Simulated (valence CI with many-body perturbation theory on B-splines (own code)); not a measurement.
La50+: electric-dipole lines

Calculated by valence CI with perturbative core correlation (CI+MBPT): five valence electrons over a frozen Dirac-Fock core [He], radial functions for each j: 11 s, 11 p, 10 d, 8 f, 5 g, 2 h, with the one-electron correlation potential Σ1 (screened to all orders), the two-electron term Σ2, the three-electron term Σ3, Breit, model QED; selected single and double excitations, second order for the rest, scaled by the run's own slope (own B-spline code, finite nucleus).

The last digits are not significant, and no measured levels were compared; by estimate large intervals hold to a few tenths of a per cent, small ones and those within an open d or f shell to about a per cent. Among the levels kept, up to 7200 cm⁻¹ of a level comes from second order outside the variational space, and about a tenth of that is noise between levels of different J, which matters for small intervals.

Lines 151 to 200 of 600 in falling wavelength, among levels below 494.80 Ry, chosen from the strongest by gf and those to the six lowest levels. Wavelengths and rates use the calculated energies. Electric multipoles are in the length gauge, E1 and E2 with the static RPA response of the core. Weak lines are less certain than strong ones. Lines between different terms over intervals too small for the method are left out, as are lines whose strength nearly cancels. Where a level lies close to another of its J and parity, the split of strength between their lines is uncertain. The highest levels of a list are the least certain.

Levels are named by their leading jj configuration (3d3/2^4 stands for four electrons in 3d with j = 3/2), which in mixed levels can hold well under half, so a name can repeat and another be missing. Letters in brackets count levels of one name in rising energy.

```
λ vac (nm)                               Upper                               Lower   A (s⁻¹)  log gf  Branch %
     5.885       (2p1/2^2 2p3/2^2 3p3/2) J=3/2          (2p1/2^2 2p3/2^2 3s) J=3/2  1.48e+11   -0.51       0.1
     5.884  (2s 2p1/2^2 2p3/2 3p1/2) J=3/2 [a]      (2s^2 2p1/2 2p3/2 3p1/2) J=1/2  3.62e+10   -1.12       0.1
     5.868  (2s 2p1/2^2 2p3/2 3p3/2) J=5/2 [a]         (2s 2p1/2^2 2p3/2 3s) J=5/2  2.80e+10   -1.06       0.0
     5.864  (2s 2p1/2 2p3/2^2 3p3/2) J=7/2 [b]         (2s 2p1/2 2p3/2^2 3s) J=7/2  6.57e+10   -0.57       0.1
     5.855  (2s 2p1/2 2p3/2^2 3d3/2) J=7/2 [b]      (2s 2p1/2 2p3/2^2 3p1/2) J=7/2  6.30e+10   -0.59       0.0
     5.794         (2s 2p1/2^2 2p3/2 3s) J=5/2     (2s^2 2p1/2 2p3/2 3s) J=3/2 [a]  1.26e+11   -0.42       0.7
     5.784          (2s 2p1/2^2 2p3/2^2) J=5/2          (2s^2 2p1/2 2p3/2^2) J=5/2  9.84e+09   -1.53       3.1
     5.777  (2s^2 2p1/2 2p3/2 3p3/2) J=5/2 [b]     (2s^2 2p1/2 2p3/2 3s) J=3/2 [b]  9.14e+10   -0.56       5.3
     5.771     (2s 2p1/2^2 2p3/2 3s) J=3/2 [a]     (2s^2 2p1/2 2p3/2 3s) J=3/2 [b]  6.12e+10   -0.91       0.2
     5.730  (2s 2p1/2^2 2p3/2 3p3/2) J=1/2 [a]  (2s^2 2p1/2 2p3/2 3p3/2) J=3/2 [b]  8.37e+10   -1.08       0.0
     5.718  (2s^2 2p1/2 2p3/2 3d3/2) J=5/2 [b]      (2s^2 2p1/2 2p3/2 3p1/2) J=5/2  4.61e+10   -0.87       0.0
     5.710  (2s 2p1/2 2p3/2^2 3p3/2) J=3/2 [f]     (2s 2p1/2 2p3/2^2 3s) J=3/2 [c]  7.02e+10   -0.86       0.1
     5.706      (2s^2 2p3/2^2 3d3/2) J=3/2 [c]          (2s^2 2p3/2^2 3p1/2) J=1/2  7.72e+10   -0.82       0.0
     5.705      (2s 2p1/2^2 2p3/2 3p3/2) J=7/2  (2s^2 2p1/2 2p3/2 3p3/2) J=5/2 [a]  2.96e+10   -0.94       1.3
     5.652  (2s^2 2p1/2 2p3/2 3p3/2) J=5/2 [b]         (2s^2 2p1/2 2p3/2 3s) J=5/2  1.06e+11   -0.51       6.1
     5.568      (2s^2 2p3/2^2 3p3/2) J=3/2 [a]             (2s^2 2p3/2^2 3s) J=3/2  1.19e+11   -0.65       1.3
     5.541  (2s^2 2p1/2 2p3/2 3p3/2) J=1/2 [b]     (2s^2 2p1/2 2p3/2 3s) J=3/2 [b]  1.13e+11   -0.98       0.9
     5.502  (2s 2p1/2 2p3/2^2 3p3/2) J=5/2 [b]          (2s^2 2p3/2^2 3p3/2) J=5/2  3.96e+10   -0.97       0.0
     5.491          (2p1/2^2 2p3/2^2 3s) J=5/2     (2s 2p1/2 2p3/2^2 3s) J=5/2 [c]  4.31e+10   -0.93       0.1
     5.484     (2s 2p1/2 2p3/2^2 3s) J=3/2 [d]             (2s^2 2p3/2^2 3s) J=1/2  8.66e+10   -0.81       0.2
     5.468  (2s 2p1/2 2p3/2^2 3p3/2) J=3/2 [f]     (2s 2p1/2 2p3/2^2 3s) J=1/2 [b]  4.36e+10   -1.11       0.1
     5.434  (2s 2p1/2 2p3/2^2 3p3/2) J=3/2 [e]      (2s^2 2p3/2^2 3p3/2) J=3/2 [b]  4.90e+10   -1.06       0.1
     5.421  (2s 2p1/2 2p3/2^2 3p3/2) J=1/2 [d]     (2s 2p1/2 2p3/2^2 3s) J=1/2 [b]  1.00e+11   -1.06       0.2
     5.402     (2s 2p1/2^2 2p3/2 3s) J=3/2 [a]         (2s^2 2p1/2 2p3/2 3s) J=1/2  5.09e+10   -1.05       0.1
     5.307       (2p1/2^2 2p3/2^2 3p1/2) J=5/2  (2s 2p1/2 2p3/2^2 3p1/2) J=5/2 [c]  3.11e+10   -1.10       0.0
     5.273          (2s 2p1/2^2 2p3/2^2) J=5/2          (2s^2 2p1/2 2p3/2^2) J=3/2  1.88e+10   -1.33       6.0
     5.265          (2p1/2^2 2p3/2^2 3s) J=5/2     (2s 2p1/2 2p3/2^2 3s) J=3/2 [b]  6.24e+10   -0.81       0.2
     5.221  (2s 2p1/2^2 2p3/2 3p3/2) J=5/2 [a]  (2s^2 2p1/2 2p3/2 3p3/2) J=5/2 [a]  6.49e+10   -0.80       0.1
     5.217          (2p1/2^2 2p3/2^2 3s) J=3/2     (2s 2p1/2 2p3/2^2 3s) J=3/2 [c]  1.05e+11   -0.76       0.1
     4.875          (2s 2p1/2^2 2p3/2^2) J=1/2          (2s^2 2p1/2 2p3/2^2) J=1/2  3.84e+10   -1.56       3.1
     4.809  (2s 2p1/2 2p3/2^2 3p3/2) J=5/2 [e]     (2s 2p1/2 2p3/2^2 3s) J=5/2 [b]  3.89e+10   -1.09       0.5
     4.800         (2s 2p1/2^2 2p3/2 3s) J=1/2     (2s^2 2p1/2 2p3/2 3s) J=3/2 [b]  1.27e+11   -1.06       0.2
     4.729     (2s 2p1/2 2p3/2^2 3s) J=3/2 [c]             (2s^2 2p3/2^2 3s) J=3/2  6.92e+10   -1.03       0.1
     4.568       (2p1/2^2 2p3/2^2 3p1/2) J=3/2  (2s 2p1/2 2p3/2^2 3p1/2) J=5/2 [b]  6.03e+10   -1.12       0.0
     4.302          (2p1/2^2 2p3/2^2 3s) J=5/2          (2s^2 2p3/2^2 3p3/2) J=7/2  4.57e+10   -1.12       0.1
     4.287       (2p1/2^2 2p3/2^2 3p3/2) J=5/2  (2s 2p1/2 2p3/2^2 3p3/2) J=7/2 [b]  7.08e+10   -0.93       0.1
     4.276          (2s 2p1/2^2 2p3/2^2) J=3/2          (2s^2 2p1/2 2p3/2^2) J=5/2  4.13e+10   -1.34       1.9
     4.269       (2p1/2^2 2p3/2^2 3p3/2) J=7/2      (2s 2p1/2 2p3/2^2 3p3/2) J=9/2  7.29e+10   -0.80       0.1
     4.242          (2p1/2^2 2p3/2^2 3s) J=3/2     (2s 2p1/2 2p3/2^2 3s) J=5/2 [b]  1.15e+11   -0.91       0.2
     4.104       (2p1/2^2 2p3/2^2 3p1/2) J=5/2      (2s 2p1/2 2p3/2^2 3p1/2) J=7/2  4.87e+10   -1.13       0.1
     3.990          (2s 2p1/2^2 2p3/2^2) J=3/2          (2s^2 2p1/2 2p3/2^2) J=3/2  1.52e+10   -1.84       0.7
     3.985             (2p1/2^2 2p3/2^3) J=3/2            (2s 2p1/2 2p3/2^3) J=5/2  1.07e+11   -0.99       3.4
     2.042  (2s 2p1/2 2p3/2^2 3d5/2) J=9/2 [a]  (2s^2 2p1/2 2p3/2 3d5/2) J=7/2 [a]  1.97e+11   -0.91      74.2
     2.030  (2s 2p1/2 2p3/2^2 3d5/2) J=9/2 [b]  (2s^2 2p1/2 2p3/2 3d5/2) J=7/2 [b]  1.18e+11   -1.14      11.2
     2.030     (2s 2p1/2 2p3/2^2 3s) J=5/2 [a]     (2s^2 2p1/2 2p3/2 3s) J=3/2 [a]  2.89e+11   -0.97       1.5
     2.026  (2s 2p1/2 2p3/2^2 3p3/2) J=7/2 [b]  (2s^2 2p1/2 2p3/2 3p3/2) J=5/2 [b]  2.11e+11   -0.98       0.3
     2.005  (2s 2p1/2 2p3/2^2 3p1/2) J=5/2 [a]  (2s^2 2p1/2 2p3/2 3p1/2) J=3/2 [a]  2.62e+11   -1.02       0.2
     2.001         (2s 2p1/2 2p3/2^2 3s) J=7/2         (2s^2 2p1/2 2p3/2 3s) J=5/2  1.58e+11   -1.12       1.6
     1.996  (2s 2p1/2 2p3/2^2 3d3/2) J=7/2 [a]  (2s^2 2p1/2 2p3/2 3d3/2) J=5/2 [a]  1.54e+11   -1.13       0.1
     1.976     (2s 2p1/2 2p3/2^2 3d5/2) J=11/2      (2s^2 2p1/2 2p3/2 3d5/2) J=9/2  2.15e+11   -0.82      89.8
```
